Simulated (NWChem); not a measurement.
The numbers come from NWChem runs, not from measurements. System: HAs, charge 0, spin multiplicity 3, at a geometry optimised with UPBE/def2-SVP. The structure started from a generated list of species. Its SCF solution wasn't tested for a lower state. Level: UHF/def2-TZVP.

The NWChem input:

```
start mol
memory heap 200 mb stack 900 mb global 1100 mb
geometry units angstroms nocenter noautoz
  As     0.000000     0.000000     0.045601
  H      0.000000     0.000000    -1.504833
  symmetry group C2v
end
basis spherical
  * library def2-tzvp
end
scf
  uhf
  nopen 2
  maxiter 100
  thresh 1e-7
  semidirect memsize 60000000 filesize 0
  # guess.movecs holds the orbitals of an unrestricted PBE0 run
  vectors input guess.movecs output mol.movecs
end
task scf energy
```

Output (cleaned and shortened):

```
             Northwest Computational Chemistry Package (NWChem) 7.3.0
             --------------------------------------------------------

                                NWChem Input Module
                                -------------------

 Scaling coordinates for geometry "geometry" by  1.889725989
 (inverse scale =  0.529177249)

 Turning off AUTOSYM since
 SYMMETRY directive was detected!

                             Geometry "geometry" -> ""
                             -------------------------

 Output coordinates in angstroms (scale by  1.889725989 to convert to a.u.)

  No.       Tag          Charge          X              Y              Z
 ---- ---------------- ---------- -------------- -------------- --------------
    1 As                  33.0000     0.00000000     0.00000000     0.04560100
    2 H                    1.0000     0.00000000     0.00000000    -1.50483300

 Effective nuclear repulsion energy (a.u.)      11.2632006374

            Nuclear Dipole moment (a.u.)
            ----------------------------
        X                 Y               Z
 ---------------- ---------------- ----------------
     0.0000000000     0.0000000000    -0.0000000000

      Symmetry information
      --------------------

 Group name             C2v
 Group number             16
 Group order               4
 No. of unique centers     2

      Symmetry unique atoms

     1    2


 Summary of "ao basis" -> "" (spherical)
 ------------------------------------------------------------------------------
       Tag                 Description            Shells   Functions and Types
 ---------------- ------------------------------  ------  ---------------------
 *                         def2-tzvp                  on all atoms

 Summary of "ao basis" -> "ao basis" (spherical)
 ------------------------------------------------------------------------------
       Tag                 Description            Shells   Functions and Types
 ---------------- ------------------------------  ------  ---------------------
 As                        def2-tzvp                16       48   6s5p4d1f
 H                         def2-tzvp                 4        6   3s1p

                                 NWChem SCF Module
                                 -----------------

  ao basis        = "ao basis"
  functions       =    54
  atoms           =     2
  alpha electrons =    18
  beta  electrons =    16
  charge          =   0.00
  wavefunction    = UHF
  use symmetry    = T
  symmetry adapt  = T

 Summary of "ao basis" -> "ao basis" (spherical)
 ------------------------------------------------------------------------------
       Tag                 Description            Shells   Functions and Types
 ---------------- ------------------------------  ------  ---------------------
 As                        def2-tzvp                16       48   6s5p4d1f
 H                         def2-tzvp                 4        6   3s1p

      Symmetry analysis of basis
      --------------------------

        a1         25
        a2          5
        b1         12
        b2         12

 Forming initial guess at       0.0s

   Symmetry analysis of molecular orbitals - initial alpha
   -------------------------------------------------------

  Numbering of irreducible representations:

     1 a1          2 a2          3 b1          4 b2

  Orbital symmetries:

     1 a1          2 a1          3 b2          4 b1          5 a1
     6 a1          7 b2          8 b1          9 a1         10 a2
[...]
     6     -1.011541  1 As s                 12     -0.152868  1 As pz
    18      0.150405  1 As pz

 Vector   20  Occ=0.000000D+00  E= 2.754231D-01  Symmetry=a1
              MO Center= -3.5D-16, -2.4D-15, -8.8D-01, r^2= 4.2D+00
   Bfn.  Coefficient  Atom+Function         Bfn.  Coefficient  Atom+Function
  ----- ------------  ---------------      ----- ------------  ---------------
    51      1.456312  2 H  s                 39     -0.712451  1 As d  0
    50     -0.653483  2 H  s                  5     -0.361238  1 As s
     6     -0.273336  1 As s                 34      0.179641  1 As d  0

 Vector   21  Occ=0.000000D+00  E= 3.261338D-01  Symmetry=a1
              MO Center= -1.5D-16, -8.5D-15,  4.0D-02, r^2= 3.1D+00
   Bfn.  Coefficient  Atom+Function         Bfn.  Coefficient  Atom+Function
  ----- ------------  ---------------      ----- ------------  ---------------
    41      1.077419  1 As d  2              36     -0.192259  1 As d  2
    26     -0.152129  1 As d  2

                     UHF Final Beta Molecular Orbital Analysis
                     -----------------------------------------

 Vector   14  Occ=1.000000D+00  E=-2.106533D+00  Symmetry=a1
              MO Center= -1.8D-14, -2.5D-14,  4.6D-02, r^2= 1.5D-01
   Bfn.  Coefficient  Atom+Function         Bfn.  Coefficient  Atom+Function
  ----- ------------  ---------------      ----- ------------  ---------------
    26      0.910349  1 As d  2              31      0.190211  1 As d  2

 Vector   15  Occ=1.000000D+00  E=-6.796037D-01  Symmetry=a1
              MO Center= -2.3D-17, -6.5D-17, -5.2D-01, r^2= 1.3D+00
   Bfn.  Coefficient  Atom+Function         Bfn.  Coefficient  Atom+Function
  ----- ------------  ---------------      ----- ------------  ---------------
     5      0.553114  1 As s                  6      0.394490  1 As s
     4     -0.308758  1 As s                  3     -0.211254  1 As s
    50      0.204055  2 H  s

 Vector   16  Occ=1.000000D+00  E=-4.192887D-01  Symmetry=a1
              MO Center= -3.2D-16, -3.8D-16, -7.8D-02, r^2= 2.1D+00
   Bfn.  Coefficient  Atom+Function         Bfn.  Coefficient  Atom+Function
  ----- ------------  ---------------      ----- ------------  ---------------
     6      0.383137  1 As s                 18      0.363991  1 As pz
     5      0.316383  1 As s                 50     -0.264167  2 H  s
    21      0.260269  1 As pz                12     -0.213601  1 As pz
     4     -0.174466  1 As s

 Vector   17  Occ=0.000000D+00  E= 4.332530D-02  Symmetry=b1
              MO Center=  3.9D-14, -5.7D-13,  2.4D-02, r^2= 2.7D+00
   Bfn.  Coefficient  Atom+Function         Bfn.  Coefficient  Atom+Function
  ----- ------------  ---------------      ----- ------------  ---------------
    19      0.764765  1 As px                16      0.276346  1 As px
    10     -0.240680  1 As px

 Vector   18  Occ=0.000000D+00  E= 4.332530D-02  Symmetry=b2
              MO Center=  5.8D-13,  3.9D-14,  2.4D-02, r^2= 2.7D+00
   Bfn.  Coefficient  Atom+Function         Bfn.  Coefficient  Atom+Function
  ----- ------------  ---------------      ----- ------------  ---------------
    20      0.764765  1 As py                17      0.276346  1 As py
    11     -0.240680  1 As py

 Vector   19  Occ=0.000000D+00  E= 1.567551D-01  Symmetry=a1
              MO Center= -7.8D-18,  4.8D-17, -8.5D-01, r^2= 4.6D+00
   Bfn.  Coefficient  Atom+Function         Bfn.  Coefficient  Atom+Function
  ----- ------------  ---------------      ----- ------------  ---------------
    51      1.890986  2 H  s                 21      1.310411  1 As pz
     6     -1.138351  1 As s

 center of mass
 --------------
 x =   0.00000000 y =   0.00000000 z =   0.04728436

 moments of inertia (a.u.)
 ------------------
           8.536626854955           0.000000000000           0.000000000000
           0.000000000000           8.536626854955           0.000000000000
           0.000000000000           0.000000000000           0.000000000000

  Mulliken analysis of the total density
  --------------------------------------

    Atom       Charge   Shell Charges
 -----------   ------   -------------------------------------------------------
    1 As  33    33.04   2.00  2.00  1.17  0.78  1.00  0.95  5.99  5.76  0.36  1.58  1.37  8.95  1.06  0.00  0.06  0.01
    2 H    1     0.96   0.22  0.54  0.18  0.01

  Mulliken analysis of the alpha density
  --------------------------------------

    Atom       Charge   Shell Charges
 -----------   ------   -------------------------------------------------------
    1 As  33    17.57   1.00  1.00  0.59  0.39  0.50  0.50  3.00  2.89  0.20  1.30  1.16  4.46  0.53  0.01  0.04  0.00
    2 H    1     0.43   0.10  0.24  0.08  0.01

   Mulliken analysis of the beta density
   -------------------------------------

    Atom       Charge   Shell Charges
 -----------   ------   -------------------------------------------------------
    1 As  33    15.47   1.00  1.00  0.58  0.39  0.49  0.46  3.00  2.87  0.16  0.28  0.21  4.48  0.53 -0.01  0.02  0.00
    2 H    1     0.53   0.12  0.30  0.11  0.00

   Mulliken analysis of the spin density
   -------------------------------------

    Atom       Charge   Shell Charges
 -----------   ------   -------------------------------------------------------
    1 As  33     2.09  -0.00  0.00  0.00 -0.00  0.01  0.04  0.00  0.02  0.05  1.02  0.95 -0.02  0.01  0.01  0.02 -0.00
    2 H    1    -0.09  -0.01 -0.05 -0.03  0.00

       Multipole analysis of the density wrt the origin
       ------------------------------------------------

     L   x y z        total         alpha         beta         nuclear
     -   - - -        -----         -----         ----         -------
     0   0 0 0     -0.000000    -18.000000    -16.000000     34.000000

     1   1 0 0      0.000000      0.000000      0.000000      0.000000
     1   0 1 0     -0.000000      0.000000     -0.000000      0.000000
     1   0 0 1     -0.097184     -0.034907     -0.062276     -0.000000

     2   2 0 0    -14.228151    -10.184383     -4.043768      0.000000
     2   1 1 0     -0.000000     -0.000000     -0.000000      0.000000
     2   1 0 1     -0.000000      0.000000     -0.000000      0.000000
     2   0 2 0    -14.228151    -10.184383     -4.043768      0.000000
     2   0 1 1     -0.000000     -0.000000     -0.000000      0.000000
     2   0 0 2    -14.163024    -12.295378    -10.199454      8.331808

 Task  times  cpu:        0.5s     wall:        0.5s

 Total times  cpu:        0.5s     wall:        0.5s
```
